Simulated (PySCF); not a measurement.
**Cadmium: a sound run and one with changed settings**

Sound run: Cd [Kr] 4d10 5s2, Cd⁺ [Kr] 4d10 5s1. Computed with PySCF 2.14 in def2-TZVP with the def2 core potential (28 electrons) (6s4p3d1f, 40 functions), with scalar relativity through the core potential. The sound run starts from symmetry-adapted Hartree-Fock orbitals and uses a fine grid where one is needed.

Changed run: basis STO-3G, all-electron and non-relativistic. This setting is unsound on purpose.

```
species  method  sound run (hartree)  changed run (hartree)  converged
     Cd     UHF           -166.88392            -5411.53272        yes
     Cd   B3LYP           -167.84683            -5413.44508        yes
     Cd    BP86           -167.89687            -5413.82024        yes
    Cd⁺     UHF           -166.61424            -5411.42102        yes
    Cd⁺   B3LYP           -167.51135            -5413.26566        yes
    Cd⁺    BP86           -167.55587            -5413.64323        yes
```

Ionisation energy of Cd:

```json
{"method": "UHF", "sound run (eV)": "7.338", "changed run (eV)": "3.039"}
{"method": "B3LYP", "sound run (eV)": "9.129", "changed run (eV)": "4.882"}
{"method": "BP86", "sound run (eV)": "9.279", "changed run (eV)": "4.816"}
```

A minimal basis cannot let orbitals breathe on ionisation and holds almost no correlation. The Hamiltonian changed with the basis, so the totals do not compare.

For comparison, NIST gives 8.994 eV between the lowest levels.
